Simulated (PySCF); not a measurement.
Excitation energy of Pb by level of theory

Pb [Xe] 4f14 5d10 6s2 6p2 (3P) → Pb [Xe] 4f14 5d10 6s2 6p1 6d1 (high-spin determinant), as a difference of total energies. Computed with PySCF 2.14 in x2c-TZVPPall with one added diffuse shell each of s, p, d, f type (12s8p7d4f, 99 functions), with scalar relativity by spin-free X2C-1e. Correlated levels: valence and next inner shell: [Kr] 4d10 4f14 frozen. The calculations carry no spin-orbit coupling.

```csv
method,excitation energy (eV)
UHF,5.214
MP2 (valence and next inner shell),5.384
SCS-MP2 (valence and next inner shell),5.306
CCSD (valence and next inner shell),5.333
CCSD(T) (valence and next inner shell),5.330
```

Question: How much does correlation contribute at CCSD(T) (valence and next inner shell)?

Answer: 5.330 − (5.214) = 0.116 eV, measured against UHF.

Spin-orbit coupling is strong in these open shells (close to jj coupling). The scalar numbers leave it out and a first-order estimate fails, so it can dominate the gap to the real levels.

The promoted electron is Rydberg-like, and one or two diffuse shells describe it only roughly, which tends to raise the upper state.

The determinant of the upper state mixes LS terms, which raises its energy above the lowest term, most at the Hartree-Fock and MP2 levels.
